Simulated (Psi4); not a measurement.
C$_{2}$H$_{5}$S, doublet, geometry from GFN2-xTB, with bond 7-2 at 2.0 times its length. Base run: BLYP/def2-SVP in Psi4 1.11.

Geometry (Å):
```xyz
8

C     -1.6684     0.1256     0.0726
C     -0.3772    -0.5313     0.3761
S      1.1198     0.1096    -0.1866
H     -2.0114    -0.0879    -0.9478
H     -2.4348    -0.2355     0.7573
H     -1.5878     1.2087     0.1729
H     -0.3051    -2.6535     0.7166
H      0.7313     1.3877    -0.2353
```
Charge 0, spin multiplicity 2.
Orbitals are unrestricted.
All else is at Psi4's defaults (density fitting).
Base energy -476.97910 Eh.

The base run was repeated with changes; each row names its change, and settings that it needs were set with it.

| change | ΔE vs base (µEh) | SCF cycles | grid points | basis functions |
|---|---|---|---|---|
| base | 0.0 | 18 | 172139 | 71 |
| d_convergence = 1e-4 | 0.3 | 15 | 172139 | 71 |
| scf_type = out_of_core | 108 | 18 | 172139 | 71 |
| df_basis_scf = def2-universal-jkfit | 0.0 | 18 | 172139 | 71 |
| guess = gwh | 0.0 | 20 | 172139 | 71 |
| guess = sap | 0.0 | 17 | 172139 | 71 |
| dft_spherical_points = 974 | -0.2 | 18 | 554223 | 71 |
| dft_nuclear_scheme = stratmann | 2.2 | 18 | 159788 | 71 |
| dft_radial_points = 35 | -1297 | 18 | 81797 | 71 |
| dft_pruning_scheme = treutler | 36.0 | 18 | 95033 | 71 |
| scf_type = pk | 108 | 18 | 172139 | 71 |
| scf_type = disk_df | 0.0 | 18 | 172139 | 71 |
| df_basis_scf = cc-pvqz-jkfit | 64.5 | 18 | 172139 | 71 |

Open shells are given as the SCF converged; they aren't shown to be the lowest states, and a large step between rows can be another state.
